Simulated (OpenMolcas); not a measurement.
**Ir3+: moving the ligands**

Ir3+ with 6 ligands (chloride) in octahedral coordination (Oh) at 2.44 Å. A charge of +0.5 e stands 3.2 Å behind each ligand. Ligand basis ANO-RCC-VDZP.
```
Ir    0.0000    0.0000    0.0000
Cl    2.4400    0.0000    0.0000
Cl    0.0000    2.4400    0.0000
Cl   -2.4400    0.0000    0.0000
Cl    0.0000   -2.4400    0.0000
Cl    0.0000    0.0000    2.4400
Cl    0.0000    0.0000   -2.4400
```

```json
{
 "Program": "OpenMolcas",
 "Method": "SS-CASPT2, IPEA 0.25 Eh, imaginary shift 0.1 Eh (closed shells correlated: 5s 5p and the ligand valence shells)",
 "Basis": "ANO-RCC-VDZP [7s6p4d2f]",
 "Scalar Hamiltonian": "DKH2, point nucleus",
 "Active space": "6 electrons in 5 orbitals (5d)",
 "State averaging": "2S+1 = 5 even, 5 roots; 2S+1 = 3 even, 45 roots; 2S+1 = 1 even, 50 roots",
 "Spin-orbit coupling": "RASSI with atomic mean-field integrals over the reference wave functions"
}
```

Runs around this geometry, states (labels of O, the rotations of Oh). Energies in cm-1 above the lowest state or level, χT in cm3 K/mol.

```tsv
R (Å)	Ground state	First state of that spin	First gap with spin-orbit (degeneracies)	χT at 300 K	First state of another spin
2.41	1A1	1T1 19420	14170 (1, 2)	0.029	2S+1 = 3: 16370
2.44	1A1	1T1 18400	13030 (1, 2)	0.033	2S+1 = 3: 15200
2.54	1A1	1T1 15400	9650 (1, 2)	0.049	2S+1 = 3: 11400
```

Taking the first state of the same spin as R^-n, n = -ln(15400 / 19420) / ln(2.54 / 2.41) = 4.4 between the shortest and longest distance.

Roots that are degenerate in the reference are averaged as groups; the widest CASPT2 spread within a group is 470 cm-1 (the 3-fold group of multiplicity 3 near 11400 cm-1 above the lowest state of its run, R = 2.54). Shifts and gaps below about the spread of the groups concerned are not significant. Over all roots computed the reference weight is 0.63 to 0.66 in R = 2.41, 0.63 to 0.66 in R = 2.44, 0.63 to 0.66 in R = 2.54; a low but even weight reflects the number of correlated electrons. Ligand-to-metal charge-transfer states are missing. With no ligand orbital active B as a rule stays too high, so bands that hang on it stand too high and its fall with covalency is understated. With one d shell and no ligand orbital active, 10Dq can be off by a tenth or more. The least metal-like active orbital is 69 % on the metal (Löwdin) and no ligand orbital is active, so the numbers are rough, and ground spin, moment and any spin crossover can be artefacts of this space; highly charged d ions in such sites are as a rule low spin (holds for R = 2.41). The least metal-like active orbital is 70 % on the metal (Löwdin) and no ligand orbital is active, so the numbers are rough, and ground spin, moment and any spin crossover can be artefacts of this space; highly charged d ions in such sites are as a rule low spin (holds for R = 2.44). The least metal-like active orbital is 72 % on the metal (Löwdin) and no ligand orbital is active, so the numbers are rough (holds for R = 2.54). These CASPT2 states fit no ligand-field parameters well, so their order and spin gaps are uncertain (holds for R = 2.54). No measured value stands beside these numbers; the geometry is a model, was not optimised and need not be the one that this ion takes.

A state without a sure symmetry label is named by its multiplicity alone.
